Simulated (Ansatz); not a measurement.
Basis-set extrapolation for C$_{2}$H$_{5}$BFN (`B/C=C(/N)F`) (PBE0-D4/def2-TZVP geometry, frozen core, Ansatz 0.2.0). Multiplicity 1, RHF reference.

```tsv
	def2-TZVPP	def2-QZVPP
HF	-257.303706	-257.315321
MP2 correlation	-0.874360	-0.940498
CCSD(T) correlation	-0.939982	not run
```

Energies in hartree. Use E(X) = E(∞) + A·exp(−7.88·√X) for Hartree–Fock and E(X) = E(∞) + B·X^(−2.97) for correlation, with X = 3 and 4, and add CCSD(T) minus MP2 of the smaller set to the MP2 limit.

Problem. What is the CCSD(T) energy at the basis-set limit?

Solution. HF limit: -257.315321 + (-0.011615) × 0.13774 = -257.31692. MP2 limit: -0.940498 + (-0.066138) × 0.74074 = -0.98949. Higher-order term: -0.939982 − (-0.874360) = -0.06562. Total: -258.37203 hartree, 3.49 eV below CCSD(T)/def2-TZVPP.
